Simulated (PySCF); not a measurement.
A structure optimised at B3LYP-D3(BJ)/def2-SVP, used in a PySCF frequency run:

```
Ta
O 1 1.7351
O 1 1.9182 2 108.48
H 3 0.9635 1 133.88 2 0.00
O 1 1.9182 2 108.48 3 -120.00
H 5 0.9635 1 133.88 2 0.00
O 1 1.9182 2 108.48 3 120.00
H 7 0.9635 1 133.88 2 0.00
```

Task: Write its SMILES, formula and point group.

Result: [O]=[Ta]([OH])([OH])[OH], H3O4Ta, C3v

Task: What are its rotational constants (standard atomic weights)?

Result: 3.2354, 3.2354, 2.8002 GHz
